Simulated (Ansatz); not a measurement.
ClGaH4O2Si, SMILES `[OH][Ga]([Cl])[O][SiH3]`, charge 0, multiplicity 1.

Task: Give a relaxed structure at PBE0-D4/def2-TZVP (Ansatz). (Best estimate.)

Result: Computed: 
Cartesian coordinates in Å:
```
O 2.586 -1.230 0.781
Ga 1.057 -0.361 0.922
Cl 0.454 0.416 2.793
O 0.042 -0.149 -0.506
Si -1.392 0.555 -0.875
H 2.754 -1.535 -0.114
H -2.460 0.112 0.061
H -1.284 2.037 -0.804
H -1.756 0.156 -2.258
```
This is one stationary point; other conformers may exist.
